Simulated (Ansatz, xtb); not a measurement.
## Relative energy of two isomers of C5H8O2

Structure a is `C=C[C@@]1(OC)CO1`, a singlet and structure b is `C=C[C@@H]1O[C@H]1OC`, a singlet. Both are isolated molecules in the gas phase, relaxed with PBE0-D3(BJ)/def2-SVP; each stands in its lowest conformer found.

Energies in hartree; the thermal terms are from GFN2-xTB frequencies at re-optimised GFN2-xTB minima (ideal gas, soft modes damped towards free rotors, one conformer each, 298.15 K, 1 atm) and include the zero-point energy:

|  | a | b |
| --- | --- | --- |
| E, CCSD(T)/def2-SVP | −344.514973 | −344.515380 |
| E, MP2/def2-SVP | −344.420719 | −344.421105 |
| E, MP2/def2-TZVPP | −345.068517 | −345.069070 |
| zero-point energy | 0.119403 | 0.119487 |
| H(298 K) − E | 0.128078 | 0.128299 |
| G(298 K) − E | 0.087600 | 0.087083 |

**Question.** Correct the CCSD(T) difference for the basis set by the MP2 change, then work out ΔE, ΔE₀, ΔH and ΔG for a → b in kJ/mol (1 Eh = 2625.50 kJ/mol) and the equilibrium ratio [b]/[a].

**Answer.** 1. Differences b − a: CCSD(T) −0.000407, MP2 in the small set −0.000386, MP2 in the large set −0.000553 Eh.
2. ΔE = −0.000407 + (−0.000553 − (−0.000386)) = −0.000574 Eh = −1.51 kJ/mol.
3. ΔE₀ = ΔE + ΔZPE = −0.000574 + (+0.000084) Eh = −1.29 kJ/mol.
4. ΔH = ΔE + (+0.000221) Eh = −0.93 kJ/mol.
5. ΔG = ΔE + (−0.000517) Eh = −2.86 kJ/mol, so ΔS = (ΔH − ΔG)/T = +6.5 J/(mol K).
6. kT = 0.9442 mEh, so K = [b]/[a] = exp(−ΔG/kT) = exp(+1.16) ≈ 3.2.

The two are too close for this level to say which is favoured. An error of 4 kJ/mol in ΔG would change K by a factor of 5. Mirror images and further conformers aren't counted.

As drawn, both hold the same kinds of bond in the same numbers.

Other levels gave ΔE = −0.3 (GFN2-xTB); +0.8 (HF/STO-3G, GFN2-xTB geometries); −1.0 (r2SCAN-D4/def2-SVP, GFN2-xTB geometries); −1.9 (PBE0-D3(BJ)/def2-SVP); −5.0 (HF/def2-SVP); −1.0 (MP2/def2-SVP); −1.1 (CCSD(T)/def2-SVP) kJ/mol. The correlated steps freeze 7 core orbitals. Programs: Ansatz 0.2.0, xtb 6.7.1.
